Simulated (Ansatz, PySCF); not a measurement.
Reaction (SMILES): C[SiH](C)O[SiH3] + O (H2O) + 2 [SiH4] (SiH4) -> 2 C[SiH3] + 2 O[SiH3] [hydroxysilane]
Structures are relaxed separately at B3LYP-D3(BJ)/def2-TZVP in Ansatz (a first-principles code), one conformer each, not searched for the lowest. Frequencies are from Ansatz or PySCF.

Property: bond separation energy (enthalpy at 298 K, with B3LYP-D3(BJ) rigid-rotor harmonic-oscillator terms), in kcal/mol. Correlated levels leave the core frozen unless marked. No spin-orbit coupling. No relativistic terms. Basis-set limits of correlation are two-point, X^-3; Hartree-Fock from the larger set. The bracket is a focal-point correction in the basis named.

| level | program | bond separation energy (kcal/mol) |
|---|---|---|
| HF/6-31G | Ansatz | 16.6 |

Q: What does RI-MP2/CBS(cc-pV(T+d)Z,cc-pV(Q+d)Z)+[CCSD(T)-MP2]/cc-pV(T+d)Z (Ansatz) give?

A: 9.6 kcal/mol
